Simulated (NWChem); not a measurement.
Molecule: CH4SZn; SMILES [CH3][Zn][SH]

```xyz
7

Zn     0.0141    -0.3335     0.0000
C      0.0049    -2.2719     0.0000
H     -0.4976    -2.6672    -0.8967
H     -0.5177    -2.6671     0.8852
H      1.0333    -2.6666     0.0116
S      0.0518     1.8561     0.0000
H     -1.2984     1.9395     0.0000
```
Atoms are numbered in this order, from 1.

Program: NWChem. Coordinates come from a PBE0/def2-SVP optimisation. Ions are spin-unrestricted doublets at the neutral geometry; other ion states weren't tried.

For level B3LYP/def2-SVP:

```
Item           Result
-------------  ------
−ε(HOMO) (eV)    6.47
```

**Question.** Estimate the same quantities for level PBE/def2-SVP.

**Answer.** 
| Item | Result |
|---|---|
| −ε(HOMO) (eV) | 5.52 |
